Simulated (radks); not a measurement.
The numbers below are computed, except where a source is named.
Valence configurations of Br (all share [Ar]). Code: a radial shooting solver on a logarithmic mesh with Libxc functionals. Model: scalar-relativistic Kohn-Sham, BLYP, spin-polarised, spherical densities, finite nucleus; open shells are filled with parallel spins first; Fermi nuclear charge, rms radius 4.1629 fm. Energies are relative to 3d10 4s2 4p5; eigenvalues in eV for spin up.

| valence | E (eV) | moment (Bohr magnetons) | e(3d) | e(4p) | e(4s) |
|---|---|---|---|---|---|
| 3d10 4s2 4p5 | 0.000 | 1 | -66.626 | -8.019 | -20.362 |
| 3d10 4s1 4p6 | 12.352 | 1 | -68.229 | -8.665 | -21.295 |
| 3d9.5 4s1.5 4p6 | 37.202 | 1 | -73.909 | -8.860 | -21.820 |
| 3d9 4s2 4p6 | 64.119 | 1 | -79.761 | -9.065 | -22.352 |

NIST lists [Ar] 3d10 4s2 4p5 as the ground configuration; this level of theory agrees among the configurations tried. The energies are those of spherical high-spin densities, not of single terms.
